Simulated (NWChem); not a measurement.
System: HSeOF; SMILES O[Se]F

Input file for NWChem:

```
start job
memory heap 200 mb stack 900 mb global 1100 mb
geometry units angstroms noautoz
  Se     0.376074     0.024012    -0.025994
  F     -0.589168    -1.487842     0.032639
  O     -0.923896     1.262595     0.096133
  H     -1.261136     1.403597    -0.813614
end
basis spherical
  * library def2-tzvp
end
dft
  xc rpbe cpbe96
  iterations 150
  mulliken
end
task dft energy
```

Output (shortened):

```
             Northwest Computational Chemistry Package (NWChem) 7.3.0
             --------------------------------------------------------

 C1  symmetry detected

                             Geometry "geometry" -> ""
                             -------------------------

 Output coordinates in angstroms (scale by  1.889725989 to convert to a.u.)

  No.       Tag          Charge          X              Y              Z
 ---- ---------------- ---------- -------------- -------------- --------------
    1 Se                  34.0000     0.40104211     0.01225318     0.00531836
    2 F                    9.0000    -0.68468307    -1.41673493     0.01044720
    3 O                    8.0000    -0.79913287     1.35167172     0.07212293
    4 H                    1.0000    -1.08022103     1.52063261    -0.85183251

 Effective nuclear repulsion energy (a.u.)     197.7005610980

  pbe96 is a nonlocal functional; adding pw91lda local functional.

                                 NWChem DFT Module
                                 -----------------

 Summary of "ao basis" -> "ao basis" (spherical)
 ------------------------------------------------------------------------------
       Tag                 Description            Shells   Functions and Types
 ---------------- ------------------------------  ------  ---------------------
 Se                        def2-tzvp                16       48   6s5p4d1f
 F                         def2-tzvp                11       31   5s3p2d1f
 O                         def2-tzvp                11       31   5s3p2d1f
 H                         def2-tzvp                 4        6   3s1p

            General Information
            -------------------
          SCF calculation type: DFT
          Wavefunction type:  closed shell.
          No. of atoms     :     4
          No. of electrons :    52
           Alpha electrons :    26
            Beta electrons :    26
          Charge           :     0
          Spin multiplicity:     1
          Use of symmetry is: off; symmetry adaption is: off
          Maximum number of iterations: 150
          AO basis - number of functions:   116
                     number of shells:    42
          Convergence on energy requested:  1.00D-06
          Convergence on density requested:  1.00D-05
          Convergence on gradient requested:  5.00D-04

              XC Information
              --------------
                          RPBE Exchange Functional  1.000
            Perdew 1991 LDA Correlation Functional  1.000 local
           PerdewBurkeErnz. Correlation Functional  1.000 non-local

             Grid Information
             ----------------
          Grid used for XC integration:  medium
          Radial quadrature: Mura-Knowles
          Angular quadrature: Lebedev.
          Tag              B.-S. Rad. Rad. Pts. Rad. Cut. Ang. Pts.
          ---              ---------- --------- --------- ---------
          Se                  1.15      112           8.0       590
          F                   0.50       49          10.0       434
          O                   0.60       49           8.0       434
          H                   0.35       45           9.0       434
          Grid pruning is: on
          Number of quadrature shells:   255
          Spatial weights used:  Erf1

      Superposition of Atomic Density Guess
      -------------------------------------

 Sum of atomic energies:       -2574.50872139

      Non-variational initial energy
      ------------------------------

 Total energy =   -2574.721831
 1-e energy   =   -3980.816288
 2-e energy   =    1208.393897
 HOMO         =      -0.225973
 LUMO         =      -0.055598

     ---------------------------------------------
      Total Density - Mulliken Population Analysis
     ---------------------------------------------

    Atom       Charge   Shell Charges
 -----------   ------   -------------------------------------------------------
    1 Se  34    33.23   2.00  2.00  1.17  0.78  0.99  0.99  6.00  5.93  0.75  1.67  0.79  8.97  1.04  0.04  0.08  0.03
    2 F    9     9.52   0.77  1.20  0.61  1.02  0.32  2.33  2.32  0.93  0.00  0.01  0.00
    3 O    8     8.69   0.79  1.18  0.59  0.96  0.26  1.90  2.11  0.87  0.00  0.02  0.00
    4 H    1     0.56   0.20  0.26  0.06  0.04

   convergence    iter        energy       DeltaE   RMS-Dens  Diis-err
 ---------------- ----- ----------------- --------- --------- ---------
 d= 0,ls=0.0,diis     1  -2577.0238755724 -2.77D+03  1.19D-02  1.35D+00
 d= 0,ls=0.0,diis     2  -2576.6558739694  3.68D-01  8.78D-03  4.87D+00
 d= 0,ls=0.0,diis     3  -2577.0963118006 -4.40D-01  2.60D-03  3.46D-01
 d= 0,ls=0.0,diis     4  -2577.1115149588 -1.52D-02  1.72D-03  1.23D-01
 d= 0,ls=0.0,diis     5  -2577.1201922516 -8.68D-03  6.93D-04  3.07D-02
  Resetting Diis
 d= 0,ls=0.0,diis     6  -2577.1231663478 -2.97D-03  1.23D-04  4.36D-04
 d= 0,ls=0.0,diis     7  -2577.1232116488 -4.53D-05  6.56D-05  4.37D-05
 d= 0,ls=0.0,diis     8  -2577.1231999035  1.17D-05  4.91D-05  1.74D-04
 d= 0,ls=0.0,diis     9  -2577.1232138212 -1.39D-05  1.27D-05  1.37D-05
 d= 0,ls=0.0,diis    10  -2577.1232147479 -9.27D-07  2.76D-06  6.35D-07

         Total DFT energy =    -2577.123214747915
      One electron energy =    -3979.759363082434
           Coulomb energy =     1311.322026197477
    Exchange-Corr. energy =     -106.386438960934
 Nuclear repulsion energy =      197.700561097975

 Numeric. integr. density =       52.000000731777

                       DFT Final Molecular Orbital Analysis
                       ------------------------------------

 Vector   24  Occ=2.000000D+00  E=-3.335786D-01
              MO Center= -5.0D-01, -3.3D-01,  4.6D-02, r^2= 2.6D+00
   Bfn.  Coefficient  Atom+Function         Bfn.  Coefficient  Atom+Function
  ----- ------------  ---------------      ----- ------------  ---------------
    54      0.337957  2 F  px                57      0.272045  2 F  px
     6     -0.206641  1 Se s                 86     -0.205765  3 O  py
    60      0.196846  2 F  px                89     -0.175810  3 O  py
    55     -0.165868  2 F  py                16     -0.158099  1 Se px
     5     -0.134600  1 Se s                 58     -0.132959  2 F  py

 Vector   25  Occ=2.000000D+00  E=-3.115668D-01
              MO Center= -6.9D-01,  9.3D-01,  4.5D-02, r^2= 1.7D+00
   Bfn.  Coefficient  Atom+Function         Bfn.  Coefficient  Atom+Function
  ----- ------------  ---------------      ----- ------------  ---------------
    85      0.345561  3 O  px                88      0.292238  3 O  px
    86      0.259498  3 O  py                89      0.218589  3 O  py
    91      0.207877  3 O  px                55      0.179458  2 F  py
    92      0.164253  3 O  py                58      0.146073  2 F  py
     6     -0.141041  1 Se s                 61      0.104920  2 F  py

 Vector   26  Occ=2.000000D+00  E=-2.038409D-01
              MO Center=  2.7D-01, -2.9D-02, -1.7D-03, r^2= 2.1D+00
   Bfn.  Coefficient  Atom+Function         Bfn.  Coefficient  Atom+Function
  ----- ------------  ---------------      ----- ------------  ---------------
    18      0.513555  1 Se pz                21      0.333084  1 Se pz
    12     -0.322794  1 Se pz                15      0.296647  1 Se pz
    56     -0.196504  2 F  pz                59     -0.152957  2 F  pz
    62     -0.141205  2 F  pz                87     -0.121499  3 O  pz
     9      0.098086  1 Se pz                90     -0.094116  3 O  pz

 Vector   27  Occ=0.000000D+00  E=-9.896127D-02
              MO Center=  3.2D-01, -6.5D-02, -8.4D-04, r^2= 2.5D+00
   Bfn.  Coefficient  Atom+Function         Bfn.  Coefficient  Atom+Function
  ----- ------------  ---------------      ----- ------------  ---------------
    20      0.471573  1 Se py                17      0.421338  1 Se py
    53      0.269152  2 F  s                 11     -0.253054  1 Se py
    14      0.244465  1 Se py                19      0.244250  1 Se px
    16      0.228235  1 Se px                54      0.183570  2 F  px
    55      0.175748  2 F  py                61      0.154854  2 F  py

 Vector   28  Occ=0.000000D+00  E=-7.979588D-02
              MO Center=  9.0D-03,  3.2D-01, -1.2D-01, r^2= 3.1D+00
   Bfn.  Coefficient  Atom+Function         Bfn.  Coefficient  Atom+Function
  ----- ------------  ---------------      ----- ------------  ---------------
    84      0.579020  3 O  s                 19      0.451372  1 Se px
    16      0.395649  1 Se px                 6     -0.376148  1 Se s
   113     -0.349793  4 H  s                 20     -0.271758  1 Se py
    92     -0.224537  3 O  py                17     -0.222750  1 Se py
    10     -0.214988  1 Se px                13      0.202472  1 Se px

 Vector   29  Occ=0.000000D+00  E= 1.314326D-02
              MO Center= -9.2D-01,  1.3D+00, -1.0D+00, r^2= 3.4D+00
   Bfn.  Coefficient  Atom+Function         Bfn.  Coefficient  Atom+Function
  ----- ------------  ---------------      ----- ------------  ---------------
   113      1.613001  4 H  s                 84     -0.536928  3 O  s
    93      0.427019  3 O  pz                 6     -0.414327  1 Se s
    19      0.397318  1 Se px                20     -0.341349  1 Se py
    91      0.291322  3 O  px                92     -0.275434  3 O  py
     5     -0.204851  1 Se s                 87      0.182596  3 O  pz

     ---------------------------------------------
      Total Density - Mulliken Population Analysis
     ---------------------------------------------

    Atom       Charge   Shell Charges
 -----------   ------   -------------------------------------------------------
    1 Se  34    33.63   2.00  2.00  1.17  0.78  1.13  0.87  6.00  5.92  0.97  1.83  0.69  8.93  1.03  0.14  0.14  0.05
    2 F    9     9.29   0.78  1.19  0.62  0.99  0.35  2.25  2.08  1.01  0.00  0.01  0.00
    3 O    8     8.40   0.80  1.17  0.61  0.96  0.29  1.85  1.88  0.83  0.00  0.02  0.00
    4 H    1     0.68   0.26  0.33  0.04  0.05

[...]
```

Level: RPBE/def2-TZVP. Structure relaxed at the PBE-D3(BJ)/def2-SVP level.
